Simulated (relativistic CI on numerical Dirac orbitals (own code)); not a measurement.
# Slater and spin-orbit integrals, Re¹⁸⁺

Calculated at this level of theory: Dirac-Coulomb-Breit CI, separate exchange-only KLI orbitals for each configuration, model QED, unscaled Slater integrals (own radial code, finite nucleus).

Slater integrals F^k, G^k are unscaled and averaged over j, outside the closed core [Ar] 3d10; ζ comes from projecting the Hamiltonian with its Breit term on Σ l·s of the shell.

- 4s2 4p6 4d10 4f11: F^2(4f,4f) = 201130, F^4(4f,4f) = 129170, F^6(4f,4f) = 93836, ζ(4f) = 6256.3 cm⁻¹; <r>(4f) = 0.5037, <r^2>(4f) = 0.2981 (bohr units).
- 4s2 4p6 4d10 4f10 5s: F^2(4f,4f) = 203930, F^4(4f,4f) = 131100, F^6(4f,4f) = 95273, ζ(4f) = 6448.9, G^3(4f,5s) = 35052 cm⁻¹; <r>(4f) = 0.498, <r^2>(4f) = 0.2911, <r>(5s) = 0.8796, <r^2>(5s) = 0.8608 (bohr units).
- 4s2 4p6 4d10 4f9 5s2: F^2(4f,4f) = 206950, F^4(4f,4f) = 133180, F^6(4f,4f) = 96831, ζ(4f) = 6644.1 cm⁻¹; <r>(4f) = 0.492, <r^2>(4f) = 0.2837 (bohr units).

Averages of the first 10 configurations, taken without configuration mixing, which lowers the lowest level and can move excited configurations by several eV; other configurations of the list can lie among them:

| Configuration | Parity | States | Average energy above the lowest level (eV) |
| --- | --- | --- | --- |
| 4s2 4p6 4d10 4f11 | odd | 364 | 9.7 |
| 4s2 4p6 4d10 4f10 5s | even | 2002 | 25.8 |
| 4s2 4p6 4d10 4f9 5s2 | odd | 2002 | 49.5 |
| 4s2 4p6 4d10 4f10 5p | odd | 6006 | 77.3 |
| 4s2 4p6 4d9 4f12 | even | 910 | 240.3 |
| 4s2 4p6 4d10 4f10 5d | even | 10010 | 146.9 |
| 4s2 4p6 4d8 4f13 | odd | 630 | 472.9 |
| 4s2 4p6 4d10 4f10 6s | even | 2002 | 214.9 |
| 4s2 4p5 4d10 4f12 | odd | 546 | 450.0 |
| 4s2 4p4 4d10 4f13 | odd | 210 | 890.6 |
